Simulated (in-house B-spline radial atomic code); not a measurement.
**Ionising Bi⁶⁺ with different functionals**

Computed with a radial B-spline atomic code at the basis-set limit: scalar-relativistic (spin-free X2C) Hamiltonian, Fermi nucleus of rms radius 5.5211 fm, spin-polarised at highest spin, spherical fractional occupations for the functionals, the average over the highest-spin determinants for Hartree-Fock. The ionisation energy is the difference of two self-consistent energies, [Xe] 4f14 5d9 → [Xe] 4f14 5d8, without Breit or QED terms; ε is the level of the shell that loses the electron (its least bound occupied spin orbital). There is no spin-orbit coupling in this Hamiltonian.

Hybrids are left out here: with spherical fractional occupations of an open shell their exact exchange keeps a self-interaction that integer-occupation calculations don't have.

```
           method          rung  ΔSCF (eV)  -ε(5d) (eV)
     Hartree-Fock  Hartree-Fock          ?            ?
         LDA VWN5           LDA     106.87        98.00
         LDA PW92           LDA          ?            ?
LDA exchange-only           LDA     104.86        96.05
              PBE           GGA     106.52        97.69
           PBEsol           GGA     106.56        97.72
             BLYP           GGA     106.31        97.48
             RPBE           GGA     106.45        97.62
             PW91           GGA     106.62        97.78
             BP86           GGA     106.62        97.78
             AM05           GGA     106.61        97.75
             OLYP           GGA     106.88        98.04
             TPSS      meta-GGA     106.51        97.70
             SCAN      meta-GGA     106.78        98.05
           r2SCAN      meta-GGA     106.83        98.09
          revTPSS      meta-GGA     106.52        97.70
```

Problem. What does LDA PW92 give?

Solution. ΔSCF 106.86 eV, and -ε(5d) = 97.99 eV.

Problem. What does Hartree-Fock give?

Solution. ΔSCF 105.23 eV, and -ε(5d) = 106.40 eV.

Problem. How do they compare with the NIST value?

Solution. NIST lists 103 eV ± 2 (tabulated theory, ground level to ground level). Errors run from +1.86 to +3.88 eV; all lie within about twice that uncertainty, so the table can't rank the methods. Hartree-Fock also lacks correlation.
